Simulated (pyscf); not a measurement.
Optimised with ωB97X-D3(BJ)/def2-SVP in PySCF.

Problem. Estimate by transition-state theory the rate constant of :N–F [triplet] + F–SiH₂–F → •HN–F + F–SiH•–F (triplet surface; H–Si broken, H–N formed) at 1200 K, with ωB97M-D3(BJ)/def2-TZVP energies (ideal gas, 1 atm, RRHO with modes under 100 cm⁻¹ raised to 100, one conformer, R ln 2 for chiral ones without a mode under 150 cm⁻¹; no tunnelling).

Solution. The electronic barrier is 25.9 kcal/mol and the thermal terms add +31.1, so ΔG‡ = 57.0 kcal/mol. With k_BT/h = 2.50e+13 s⁻¹ and RT = 2.385 kcal/mol, and a volume of 1.64e-19 cm³ per molecule at 1 atm, k = 1.7e-16 cm³ molecule⁻¹ s⁻¹. Wigner's tunnelling factor for 1460i cm⁻¹ would be 1.13. A shift of 1 kcal/mol in the barrier changes k by a factor 1.5. •HN–F + F–SiH•–F also meet on a surface of lower spin, which isn't treated here. One saddle was located; it need not be the lowest between these sides. The angle at the transferred H is 168°.
